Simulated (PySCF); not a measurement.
C₂H₇BBrN.
Atom-mapped SMILES: `[CH2:1]=[CH:2][B@@H-:3]([NH3+:4])[Br:5]` (hydrogens: H6, H7 on C1; H8 on C2; H9 on B3; H10, H11, H12 on N4)

Jobs on this species (12 atoms, 66 electrons) with PySCF (density fitting). Hardware of each: an Arm Neoverse V2 with one thread, no GPU (shared host). Other jobs ran on the host; a repeat could differ by tens of per cent or more. Peak memory is the resident size of the whole Python process, interpreter and libraries included.

```csv
level and settings,work,basis functions,SCF cycles,wall time,peak memory
"delta-SCF UKS PBE0, pcX-2 on the ionised atom, pcseg-1 elsewhere, spin-free X2C","ΔSCF core ionisation, 4 holes",149,?,?,?
"delta-SCF UKS B3LYP, pcX-2 on the ionised atom, pcseg-1 elsewhere, spin-free X2C","ΔSCF core ionisation, 4 holes",149,66,35 s,0.59 GiB
"delta-SCF UKS SCAN, def2-TZVP on the ionised atom, pcseg-1 elsewhere, spin-free X2C","ΔSCF core ionisation, 4 holes",135,73,24 s,0.48 GiB
"PBE0-D3(BJ)/def2-SVP, grid level 1",geometry optimisation from a GFN2-xTB start shaken at random,123,67,58 s,0.51 GiB
"delta-SCF UKS SCAN, pcX-2 on the ionised atom, pcseg-1 elsewhere, spin-free X2C","ΔSCF core ionisation, 4 holes",149,75,28 s,0.52 GiB
"delta-SCF UKS HF, pcX-2 on the ionised atom, pcseg-1 elsewhere, spin-free X2C","ΔSCF core ionisation, 4 holes",149,70,23 s,0.55 GiB
"delta-SCF UKS PBE, pcX-2 on the ionised atom, pcseg-1 elsewhere, spin-free X2C","ΔSCF core ionisation, 4 holes",149,68,17 s,0.52 GiB
"delta-SCF UKS SCAN, pcX-2 on the ionised atom, pcseg-1 elsewhere, non-relativistic","ΔSCF core ionisation, 4 holes",149,75,26 s,0.53 GiB
"delta-SCF UKS SCAN, pcX-1 on the ionised atom, pcseg-1 elsewhere, spin-free X2C","ΔSCF core ionisation, 4 holes",128,72,22 s,0.48 GiB
```

Fill in the missing figures.

- delta-SCF UKS PBE0, pcX-2 on the ionised atom, pcseg-1 elsewhere, spin-free X2C; ΔSCF core ionisation, 4 holes: 34 s, 0.59 GiB, 65 SCF cycles

What do all jobs in the table cost together?

About 4.5 min; the longest takes about 22 % of that, and about 3.4 times as long as the shortest.
